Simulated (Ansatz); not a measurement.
Frontier orbitals of C₃H₇AlGe (`[AlH2][GeH]1[CH]=C[CH2]1`).

```xyz
12

Al    2.269    1.297   -0.093
Ge   -0.174    0.878   -0.037
C    -0.811   -0.530   -1.245
C    -1.134   -1.336   -0.227
C    -0.868   -0.635    1.081
H     2.901    2.295   -1.156
H     3.234    0.512    0.897
H    -1.058    2.150   -0.002
H    -0.894   -0.739   -2.305
H    -1.534   -2.349   -0.306
H    -1.771   -0.404    1.652
H    -0.158   -1.140    1.740
```

Total charge 0; spin multiplicity 1. Correlated methods include outer-core shells of Ge, which these sets cover unevenly. Scalar relativity is left out up to krypton. All single points use the PBE0-D4/def2-TZVP geometry. Basis def2-TZVPP, Ansatz.

```
functional  HOMO (eV)  LUMO (eV)  gap (eV)
       PBE      -5.95      -2.80      3.15
      PBE0      -6.97      -2.06      4.91
     B3LYP      -6.76      -2.25      4.51
   ωB97M-V      -8.96      -0.44      8.52
        HF      -9.24       0.65      9.89
```

From PBE to PBE0 the HOMO moves by −1.02 eV and the LUMO by +0.74 eV, and with ωB97M-V by −3.01 and +2.36 eV, so the gap grows from 3.15 to 8.52 eV with exact exchange.

B3LYP here is the variant with VWN-RPA as its local correlation; programs differ in this.
